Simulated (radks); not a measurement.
Values are calculated unless marked as measured or tabulated.
All-electron atom: Ca2+ in [Ar] 4s(up 0, down 0) (the NIST ground configuration). Code: a radial shooting solver on a logarithmic mesh with Libxc functionals. Model: non-relativistic Kohn-Sham, r2SCAN, spin-polarised, spherical densities, point nucleus; meta-GGA in the generalised Kohn-Sham scheme.

Local quantities along the radius. ELF = 1/(1 + alpha^2) is the electron localisation function; alpha = (tau - tau_W)/tau_unif compares the Pauli kinetic energy density with that of the uniform gas (summed over spins).

| r (bohr) | ELF | alpha |
|---|---|---|
| 0.005713 | 1.000 | 0.01455 |
| 0.007263 | 1.000 | 0.01581 |
| 0.009159 | 1.000 | 0.01752 |
| 0.01164 | 1.000 | 0.02005 |
| 0.01468 | 0.999 | 0.02366 |
| 0.01867 | 0.999 | 0.02941 |
| 0.02354 | 0.999 | 0.03840 |
| 0.02993 | 0.997 | 0.05448 |
| 0.03804 | 0.993 | 0.08480 |
| 0.04798 | 0.980 | 0.1445 |
| 0.06099 | 0.927 | 0.2816 |
| 0.07692 | 0.745 | 0.5846 |
| 0.09778 | 0.412 | 1.195 |
| 0.1233 | 0.255 | 1.707 |
| 0.1568 | 0.353 | 1.355 |
| 0.1977 | 0.625 | 0.7746 |
| 0.2513 | 0.811 | 0.4823 |
| 0.317 | 0.854 | 0.4139 |
| 0.4029 | 0.746 | 0.5836 |
| 0.5081 | 0.278 | 1.613 |
| 0.646 | 0.109 | 2.864 |
| 0.8146 | 0.502 | 0.9954 |
| 1.036 | 0.856 | 0.4105 |
| 1.306 | 0.885 | 0.3611 |
| 1.66 | 0.812 | 0.4814 |
| 2.094 | 0.576 | 0.8573 |
| 2.662 | 0.175 | 2.169 |
| 3.357 | 0.017 | 7.652 |
| 4.267 | 0.001 | 43.65 |

On this mesh the ELF has minima near r = 0.12, 0.65 bohr, which separate the shells, and maxima near 0.32 (0.85), 1.2 (0.89).
